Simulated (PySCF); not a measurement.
Two species compared at the same levels of theory.

First species: C5H3NS.
SMILES: `N#CC1=CSC=C1`

Second species: CH11O2PSi3.
InChI=1S/CH11O2PSi3/c1-2-7(3-5)6-4/h7H,4,6H2,1,5H3/t7-/m1/s1

Levels: B3LYP/def2-SVPD for dipole moment, HOMO energy, LUMO energy, HOMO–LUMO gap, static isotropic polarisability and electronic spatial extent ⟨r²⟩ about the centre of nuclear charge; TDDFT B3LYP/def2-SVPD for lowest singlet excitation; TDA B3LYP/def2-SVPD for lowest triplet excitation (Tamm–Dancoff); GFN2-xTB for rotational constant A and rotational constant C. Geometries: GFN2-xTB. Each species is one conformer at its optimised geometry, gas phase, non-relativistic unless stated. Electronic properties by PySCF.

The conformers computed, where there is a choice (atom-mapped SMILES and torsion angles):
- `[CH3:1][O:2][Si@H:3]([O:4][SiH3:5])[SiH2:6][PH2:7]`: C1–O2–Si3–O4 -48°, O2–Si3–O4–Si5 -67°, O2–Si3–Si6–P7 51°, H–P7–Si6–Si3 -55°, H–P7–Si6–Si3 -148°

Values for the first species:

```
Dipole moment                                                     : 4.29 D
HOMO energy                                                       : -7.45 eV
LUMO energy                                                       : -1.74 eV
HOMO–LUMO gap                                                     : 5.71 eV
Lowest singlet excitation                                         : 5.42 eV
Lowest triplet excitation (Tamm–Dancoff)                          : 3.63 eV
Static isotropic polarisability                                   : 78.8 au
Electronic spatial extent ⟨r²⟩ about the centre of nuclear charge : 868 bohr²
Rotational constant A                                             : 7.195 GHz
Rotational constant C                                             : 1.246 GHz
```

Estimate the same properties for the second species, and the change in each.

```
                                                         property      first      second  second less first
                                                    dipole moment     4.29 D      1.26 D            -3.03 D
                                                      HOMO energy   -7.45 eV    -7.17 eV           +0.28 eV
                                                      LUMO energy   -1.74 eV    -0.79 eV           +0.95 eV
                                                    HOMO–LUMO gap    5.71 eV     6.38 eV           +0.67 eV
                                        lowest singlet excitation    5.42 eV     5.50 eV           +0.08 eV
                         lowest triplet excitation (Tamm–Dancoff)    3.63 eV     5.08 eV           +1.45 eV
                                  static isotropic polarisability    78.8 au    126.1 au           +47.3 au
electronic spatial extent ⟨r²⟩ about the centre of nuclear charge  868 bohr²  1985 bohr²        +1117 bohr²
                                            rotational constant A  7.195 GHz   1.239 GHz         -5.956 GHz
                                            rotational constant C  1.246 GHz   0.645 GHz         -0.601 GHz
```

On the first: The principal polarisabilities are 48.2, 74.9 and 113.4 au; their mean is the isotropic value.

On the second: The polarisability is 18.69 Å³ as a volume (1 au = 0.148185 Å³), or 1.40 au for each of the 90 electrons. In wavenumbers S1 is 44400 cm⁻¹ (1 eV = 8065.54 cm⁻¹).
